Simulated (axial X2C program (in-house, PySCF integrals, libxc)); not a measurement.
What spin–orbit coupling does to TiP in a model world with the speed of light multiplied by 0.9

Calculated with an in-house relativistic program for diatomic molecules. Spin-free means the one-electron spin-free X2C Hamiltonian; two-component (2c) means X2C with spin–orbit coupling and atomic mean-field two-electron Coulomb and Gaunt terms, so the difference of the two also holds small scalar two-electron terms; the speed of light was multiplied by 0.9, so these are model numbers, not those of the real molecule. Basis: Ti dyall-v3z [10s10p6d3f2g], P dyall-v3z [8s7p2d1f] (cores contracted in-house); Gaussian nuclei, density fitting, unrestricted open shells. Masses: Ti 47.948 u, P 30.974 u.

Spin-free state: M_S = 1/2, Λ = 2 (beyond evenly filled blocks: δ+α); fragments Ti + P.

```
 level  Re (Å)  ωe (cm⁻¹)  De (eV)  μ (D)
  PBE0   2.144      427.6    2.598  -6.37
PBEsol   2.113      527.5      n/a  -5.88
r2SCAN   2.143      441.6      n/a  -6.05
```

Dipoles are positive if P is the positive end.

Question: Within this multiplet, which Ω should lie lowest by the rule for regular and inverted multiplets?

Answer: The open δ shell holds one electron, so the multiplet is regular: Ω = Λ − 1/2 = 3/2. The PBE0 2c search agrees, though Ω = 5/2 of the search lies only 0.03 eV higher.

Two-component determinant lowest at the distance of the search:

Ω = 3/2 (⟨Sz⟩ = -0.50, ⟨Lz⟩ = 2.00 at PBE0); fragments Ti + P.

```json
{"level": "PBE0", "Re (Å)": "2.145", "ωe (cm⁻¹)": "427.1", "μ (D)": "-6.37"}
{"level": "PBEsol", "Re (Å)": "2.113", "ωe (cm⁻¹)": "527.3", "μ (D)": "-5.88"}
{"level": "r2SCAN", "Re (Å)": "2.143", "ωe (cm⁻¹)": "441.3", "μ (D)": "-6.05"}
```

Question: From the two tables, how do the constants change at the PBE0 level (2c against spin-free)?

Answer: At the PBE0 level Re is unchanged within 0.001 Å and ωe goes down by 0.5 cm⁻¹.

De is counted from the lowest determinant-based energies of the atoms at the same level, without counterpoise correction. De is not given where an atomic determinant may have missed its ground term or J level, or where the truncated virtual space spoils (T). Density functionals use the spin component along the axis (collinear). Without a current term, density functionals place determinants with orbital angular momentum somewhat too high. The state is one determinant with fixed occupations, lowest in a PBE0 search at one distance only: followed along the bond, the spin-free determinant M_S = 1/2, Λ = 0 reaches 0.12 eV lower at PBE0, at Re = 2.042 Å, so the state shown is not the lowest. At some level and bond length an empty orbital lies below a filled one. The determinant is spin-polarised beyond a pure state at some levels (its spin-free form has ⟨S²⟩ too high), which makes Re and μ there less reliable.
